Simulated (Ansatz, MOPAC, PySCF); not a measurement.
Complex: BrH3Sn (SMILES [Br][SnH3]) (first 5 atoms) with NH3 (SMILES N); geometry from B3LYP-D3(BJ)/def2-TZVP.
(charge 0, multiplicity 1):
```xyz
9

Br     2.333    -0.326     0.978
Sn     0.438     1.062     0.043
H      1.138     1.631    -1.423
H      0.137     2.386     1.068
H     -0.883     0.055    -0.324
N     -0.588    -0.058     2.671
H     -1.511     0.118     3.053
H     -0.476    -1.060     2.570
H      0.097     0.249     3.352
```

Counterpoise-corrected where a basis set is named; no monomer relaxation.

Cores are frozen in the correlated methods. Filled d and f shells under p-block atoms count as core. The state reached by PM3, PM6 isn't checked.

Codes used: Ansatz (Gaussian basis) for Hartree–Fock, density functionals and correlated methods; MOPAC for PM3, PM6 (differences of heats of formation); PySCF for the dispersion terms. Each number belongs to the level named beside it. In def2 rows elements past Kr take small-core potentials, without spin–orbit coupling.

Q: One of these levels gives -5.96 kcal/mol for the interaction energy. Name it.
A) PM3
B) MP2/def2-SVPD
C) PBE-D4/def2-TZVPPD
D) PM6

A: C, PBE-D4/def2-TZVPPD. The others give -0.44 (PM3), -2.90 (PM6), -5.17 (MP2/def2-SVPD)

Ansatz is a program for electronic structure.
